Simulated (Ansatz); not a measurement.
Reaction (ligand exchange at the Si–C bond): `C[SiH2]C(=S)S` + `CBN` → `CBN[SiH2]C` + `S=CS`

Calculated with Ansatz (gas phase, PBE0-D4/def2-TZVP geometries, no zero-point term in ΔE). CCSD(T)/CBS adds triple-zeta CCSD(T) − MP2 to the extrapolated MP2 energy (def2 sets, frozen cores). Functionals use def2-TZVPP. B3LYP here is the variant with VWN-RPA as its local correlation; programs differ in this. Each species was taken in one conformer, which may not be the lowest.

| level | ΔE (kJ/mol) |
| --- | --- |
| r2SCAN-D4 | -31.6 |
| ωB97X-V | -35.9 |
| ωB97M-V | -35.2 |
| PBE | -25.4 |
| r2SCAN | -31.6 |
| PBE0 | -30.2 |
| B3LYP | -35.3 |
| HF/def2-TZVPP | -49.1 |

(1) What does CCSD(T)/CBS give? (Estimate.)

Largest T1 diagnostic among the species: 0.018.

Results:

(1) Computed: -33.7 kJ/mol. The listed levels differ from it by 2.1, -2.2, -1.5, 8.3, 2.1, 3.5, -1.6, -15.4 kJ/mol.

From PBE to PBE0 (25 % exact exchange), in def2-TZVPP and without D4, ΔE moves by −4.8 kJ/mol. In def2-TZVPP, CCSD(T) changes the Hartree–Fock value by +13.8 kJ/mol (the triples alone add +3.5 kJ/mol) and MP2 by +16.3 kJ/mol.
